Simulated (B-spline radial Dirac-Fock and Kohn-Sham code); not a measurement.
**Binding energies of Tb⁴⁷⁺ at several levels of theory**

System: the Tb⁴⁷⁺ ion, 1s2 2s2 2p6 3s2 3p6.

The density-functional columns are spherical, spin-unpolarised Dirac-Kohn-Sham results without Breit or QED terms: −ε is minus the orbital energy of the initial state and ΔSCF the difference of two total energies. The reference in the last column comes from multi-electron Dirac-Fock with separately optimised hole states, Breit and Lamb-shift corrections added in first order. All numbers are from a radial atomic solver, in eV; a selection of levels is shown. For the 1s level of heavy atoms much of the gap between ΔSCF and the reference is the Breit and QED part, -229.4 eV here; for other levels the error of the functional can be larger.

```
level   LDA −ε  LDA ΔSCF  Dirac-Fock
   1s  54791.4   55303.9     55087.6
   2s  11538.6   11662.4     11704.0
2p1/2  11145.2   11294.4     11270.8
2p3/2  10387.0   10524.1     10518.4
   3s   4430.9    4483.0      4504.1
3p1/2   4282.6    4337.9      4327.4
3p3/2   4092.5    4145.1      4139.5
```

For the outermost level NIST gives 4139 ± 4 eV (theoretical); the differences from it are LDA −ε -46.53, LDA ΔSCF +6.13, Dirac-Fock +0.47 eV.

Values without a named source are computed, but for edge energies of neutral atoms, which are taken from tables.
